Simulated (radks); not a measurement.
Problem. The oxygen anion O-, [He] 2s2 2p5, held by a Watson sphere: a shell of charge +0.92 at radius R that stands for the Madelung well of a crystal (potential energy -0.92/R inside, -0.92/r outside, in hartree with lengths in bohr). Calculated with a radial shooting solver on a logarithmic mesh with Libxc functionals: non-relativistic Kohn-Sham, PBEsol, spin-polarised, spherical densities, point nucleus; open shells are filled with parallel spins first. Response by self-consistent Sternheimer equations with the Hartree and adiabatic LDA kernel. The sphere does not respond.

R (bohr)  e(2s down) (eV)  e(2p up) (eV)  e(2p down) (eV)  <r> 2p (bohr)  sum of <r^2> (bohr^2)  X-ray form factor at sin(theta)/lambda = 0.3 1/angstrom  alpha (bohr^3)
1.95              -20.905         -7.754           -6.466          1.426                  16.56                                                    4.128           10.60
2.95              -18.778         -5.835           -4.573          1.535                  18.82                                                    4.073           17.69
3.59              -17.832         -4.925           -3.659          1.586                  19.88                                                    4.069           23.31
3.85              -17.513         -4.615           -3.345          1.604                  20.25                                                    4.068           25.83
3.91              -17.443         -4.548           -3.277          1.608                  20.34                                                    4.068           26.43

Estimate the row for R = 3.31 bohr.

Solution. e(2s down) (eV) -18.215; e(2p up) (eV) -5.296; e(2p down) (eV) -4.032; <r> 2p (bohr) 1.565; sum of <r^2> (bohr^2) 19.44; X-ray form factor at sin(theta)/lambda = 0.3 1/angstrom 4.070; alpha (bohr^3) 20.75.
